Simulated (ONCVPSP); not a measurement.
What one change does to a pseudopotential (Dy, ONCV)

dysprosium (Dy), optimised norm-conserving Vanderbilt (ONCV), made with ONCVPSP 4.0.1 (LDA (Perdew-Wang 92), fully relativistic). Core [Xe] 4f9, reference 5d1 6s2. Waves: 6s: rc 2.70 bohr, ncon 3, nbas 7, qcut 2.1 1/bohr, 2 projectors, debl 3.1 Ha; p scattering state at 0.16 Ha: rc 3.10 bohr, ncon 3, nbas 7, qcut 2.7 1/bohr, 2 projectors, debl 0.6 Ha; 5d: rc 3.75 bohr, ncon 5, nbas 10, qcut 3.9 1/bohr, 2 projectors, debl 3.7 Ha. Local part: polynomial inside 2.40 bohr (lpopt 5, dvloc0 2 Ha). Core correction: Teter function fitted to the true core (icmod 2), fcfact 0.4.

Open shells are filled in proportion to 2j + 1.

In the p channel the program set the typed energies aside and used 0.050, 0.650 Ha (j = l + 1/2; the other j can differ).

Change: s: qcut 1.5.

Cutoffs: the cutoffs (Ha) at which the residual kinetic energy of the hardest occupied pseudo-wave falls to 1 and 0.1 mHa per electron; they do not see the model core or the augmentation charge, which bear on the density cutoff. Errors are all-electron minus pseudo energies relative to the spin-unpolarised reference configuration.

Task: Predict the effect on cutoff, ghosts and configuration errors.

Result: The potential gets harder (5.7 Ha and 6.8 Ha → 5.7 Ha and 16 Ha); both files keep a bound ghost (p); of the 3 tests that both files solve, the error grows in 2 and shrinks in 0 by more than 15 % and 0.3 meV (median size 0.3 → 0.8 meV).

```csv
quantity,base,changed
"cutoff, loose",5.7 Ha,5.7 Ha
"cutoff, tight",6.8 Ha,16 Ha
loose cutoff by channel,"s 2.0 Ha, d 5.7 Ha","s 4.6 Ha, d 5.7 Ha"
bound ghosts,p3/2,p3/2
GHOST(+) flags under 300 eV,s at 73.8 eV,s at 76.3 eV
"tests counted as reliable (solved cleanly; for ONCVPSP, near-neutral configurations with less than one 5d electron left out)",3 of 4,3 of 4
"error for 5d1 6s1, meV [ΔE 7.05 eV]",+0.2,+0.8
"error for 5d1 6s0, meV [ΔE 19.75 eV]",-15,-16
"error for 5d1 6s1.5, meV [ΔE 2.85 eV]",+0.3,+0.7
s: phases at 2.75 bohr within 0.05 rad from the reference energy up to (Ha; the scan ends near 5),2.4,2.7
p3/2: phases at 3.15 bohr within 0.05 rad from the reference energy up to (Ha; the scan ends near 5),2.2,2.2
p1/2: phases at 3.15 bohr within 0.05 rad from the reference energy up to (Ha; the scan ends near 5),1.3,1.3
d5/2: phases at 3.80 bohr within 0.05 rad from the reference energy up to (Ha; the scan ends near 5),0.3,0.3
d3/2: phases at 3.80 bohr within 0.05 rad from the reference energy up to (Ha; the scan ends near 5),0.2,0.2
"rms error of d²Exc/dni dnj with the model core, mHa",4.35,4.32
```

Base: The cutoffs count occupied waves only; projector 2 of the s channel, the hardest unoccupied one, needs 24 Ha at the loose tolerance. Changed file: The cutoffs count occupied waves only; projector 2 of the s channel, the hardest unoccupied one, needs 19 Ha at the loose tolerance. A true bound ghost makes a file unfit for plane-wave use even where its test errors are small: the radial tests pick states by their node count and pass the ghost by.
